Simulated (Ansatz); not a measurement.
`BC(=C)C` + `[SiH3][SbH2]` → `[BH2][SbH][SiH3]` + propene at 400 K and 1 bar (formal exchange of groups at a B–C bond).

Gas-phase electronic energies from Ansatz, PBE0-D4/def2-TZVP geometries. CCSD(T)/CBS adds triple-zeta CCSD(T) − MP2 to the extrapolated MP2 energy (def2 sets, frozen cores). def2 core potentials past Kr. For Sb outer-core shells are correlated without core-valence functions, which leaves a few kJ/mol of doubt a bond.

```json
{"species": "`BC(=C)C`", "CCSD(T)/CBS energy (Eh)": "-143.12562", "H − E (kJ/mol)": "265.2", "S (J/(mol·K))": "328.6"}
{"species": "`[SiH3][SbH2]`", "CCSD(T)/CBS energy (Eh)": "-532.08095", "H − E (kJ/mol)": "123.9", "S (J/(mol·K))": "330.9"}
{"species": "`[BH2][SbH][SiH3]`", "CCSD(T)/CBS energy (Eh)": "-557.46017", "H − E (kJ/mol)": "167.3", "S (J/(mol·K))": "382.6"}
{"species": "`C=CC`", "CCSD(T)/CBS energy (Eh)": "-117.74610", "H − E (kJ/mol)": "229.7", "S (J/(mol·K))": "285.2"}
```

H − E and S are ideal-gas, rigid-rotor, harmonic terms from PBE0-D4/def2-TZVP, for one conformer and one mirror image of each species. 1 Eh = 2625.50 kJ/mol, R = 8.31446 J/(mol·K).

Task: By hand: ΔE, ΔH, ΔS and ΔG.

Result: ΔE = (-557.46017) + (-117.74610) − (-143.12562) − (-532.08095) = 0.00030 Eh = 0.8 kJ/mol. Δ(H − E) = 167.3 + 229.7 − 265.2 − 123.9 = 7.9, so ΔH = 8.7 kJ/mol. ΔS = 382.6 + 285.2 − 328.6 − 330.9 = 8.3 J/(mol·K). ΔG = 8.7 − 400 × (8.3)/1000 = 5.4 kJ/mol.

Task: By hand: the equilibrium constant, and the temperature at which ΔG would vanish if ΔH and ΔS stayed fixed.

Result: log₁₀ K = −ΔG/(RT ln 10) = -0.7. ΔG = 0 at ΔH/ΔS = 1048 K, though so small a ΔH makes that figure unsure.

TΔS isn't small against ΔH here. The sign of ΔG lies within the doubt. A doubt of 5 kJ/mol in ΔE shifts log₁₀ K by 0.7 here. Other conformers and mirror images would add mixing entropy, several J/(mol·K) or more a flexible species. Modes under 60 cm⁻¹, often nearly free rotors, make the harmonic entropy too high. These are equilibria of isolated gas molecules and say nothing of rates. Largest T1 diagnostic: 0.015 (customary marks: 0.02 for closed shells, 0.045 for open ones).
